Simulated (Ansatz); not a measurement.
`CCSB(O)O` and `CSSB(O)O` differ in one atom or group.

Ansatz, PBE0-D4/def2-TZVP geometries, multiplicity 1. Each molecule was computed in one conformer, which needn't be the lowest.

```tsv
property	`CCSB(O)O`
size of the dipole moment (B3LYP/def2-TZVPP) / D	0.42
HOMO–LUMO gap (B3LYP/def2-TZVPP) / eV	7.02
LUMO energy (PBE0/def2-TZVPP) / eV	0.62
size of the dipole moment (ωB97M-V/def2-TZVPP) / D	0.46
HOMO energy (PBE/def2-TZVPP) / eV	-5.73
LUMO energy (ωB97M-V/def2-TZVPP) / eV	2.14
```

(1) What does the change do to each property? (Best estimate.)

## Answers

(1) Computed: 
```json
{"property": "size of the dipole moment (B3LYP/def2-TZVPP) / D", "`CSSB(O)O`": "2.19", "shift": "1.77"}
{"property": "HOMO–LUMO gap (B3LYP/def2-TZVPP) / eV", "`CSSB(O)O`": "5.98", "shift": "-1.04"}
{"property": "LUMO energy (PBE0/def2-TZVPP) / eV", "`CSSB(O)O`": "-0.72", "shift": "-1.34"}
{"property": "size of the dipole moment (ωB97M-V/def2-TZVPP) / D", "`CSSB(O)O`": "2.20", "shift": "1.74"}
{"property": "HOMO energy (PBE/def2-TZVPP) / eV", "`CSSB(O)O`": "-5.94", "shift": "-0.21"}
{"property": "LUMO energy (ωB97M-V/def2-TZVPP) / eV", "`CSSB(O)O`": "1.34", "shift": "-0.80"}
```

With PBE0 the HOMO falls by 0.20 eV and the LUMO falls by 1.34 eV, so the gap narrows by about 1.14 eV. PBE moves the HOMO by -0.21 eV and ωB97M-V by -0.16 eV. Dipoles are sizes alone; their direction can turn.

B3LYP here is the variant with VWN-RPA as its local correlation; programs differ in this.
